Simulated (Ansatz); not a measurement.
Basis-set extrapolation for AlBH$_{4}$O$_{2}$, SMILES `B[O][AlH][OH]` (PBE0-D4/def2-TZVP geometry, frozen core, Ansatz). Multiplicity 1, RHF reference.

|  | def2-TZVPP | def2-QZVPP |
| --- | --- | --- |
| HF | -418.898036 | -418.914647 |
| MP2 correlation | -0.653648 | -0.705450 |
| CCSD(T) correlation | -0.699913 | not run |

Energies in hartree. Use E(X) = E(∞) + A·exp(−7.88·√X) for Hartree–Fock and E(X) = E(∞) + B·X^(−2.97) for correlation, with X = 3 and 4, and add CCSD(T) minus MP2 of the smaller set to the MP2 limit.

**Question.** What is the CCSD(T) energy at the basis-set limit?

**Answer.** HF limit: -418.914647 + (-0.016611) × 0.13774 = -418.91693. MP2 limit: -0.705450 + (-0.051802) × 0.74074 = -0.74382. Higher-order term: -0.699913 − (-0.653648) = -0.04627. Total: -419.70702 hartree, 286.4 kJ/mol below CCSD(T)/def2-TZVPP.
